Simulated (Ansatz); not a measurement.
Isolated molecules relaxed with PBE0-D4/def2-TZVP in Ansatz; ΔE leaves out vibrations. CBS: MP2 limit from def2 TZ/QZ plus the TZ coupled-cluster correction, frozen cores. This one scheme is used for every species, atoms too. Functionals use def2-TZVPP. Open shells (•) are unrestricted, without spin–orbit coupling. Spin–orbit coupling would lower the free atoms: a little for C, S, Si. Each species was taken in one conformer, which may not be the lowest.

Consider the atomization: `CSC1[SiH2][SiH2]1` → 2 C• + 8 H• + S• + 2 Si•.

`CSC1[SiH2][SiH2]1`:

Z-matrix (Å, degrees):
```
C
S 1 1.797
H 1 1.092 2 110.9
H 1 1.091 2 111.0 3 -122.4
H 1 1.091 2 107.0 3 118.7
C 2 1.779 1 102.1 3 59.3
Si 6 1.910 2 110.8 1 -148.3
Si 6 1.910 2 114.1 1 -69.5
H 6 1.090 2 115.0 1 74.8
H 7 1.479 6 116.0 2 -6.5
H 7 1.482 6 114.6 2 -141.7
H 8 1.480 6 115.2 2 10.3
H 8 1.484 6 116.5 2 146.5
```

```tsv
level	ΔE (kcal/mol)
PBE	1040.6
CCSD/def2-TZVPP	992.8
HF/CBS(def2)	759.5
CCSD/CBS(def2)	1021.6
```

What does CCSD(T)/CBS give? (Best estimate.)

The calculation gave: +1037.0 kcal/mol. The listed levels differ from it by 3.6, -44.2, -277.5, -15.4 kcal/mol.

Largest T1 diagnostic among the species: 0.013.

From PBE to PBE0 (25 % exact exchange), in def2-TZVPP and without D4, ΔE moves by −8.8 kcal/mol: exact exchange takes away binding that semilocal exchange gives to molecules. The D4 term adds +13.9 kcal/mol with B3LYP and +7.3 kcal/mol with PBE0; it sums over pairs of atoms, weighted by their polarisabilities, and B3LYP, whose exchange is more repulsive, gets the larger term. In def2-TZVPP, CCSD(T) changes the Hartree–Fock value by +250.4 kcal/mol (the triples alone add +15.4 kcal/mol) and MP2 by +257.1 kcal/mol; breaking electron pairs costs correlation energy, which Hartree–Fock lacks.

B3LYP here is the variant with VWN-RPA as its local correlation; programs differ in this.

For atomizations the MP2-based limit and the directly extrapolated one differ by several kJ/mol either way, and by 10 to 25 for some Ge, Se and Sn compounds, so smaller differences from it don't rank the levels.
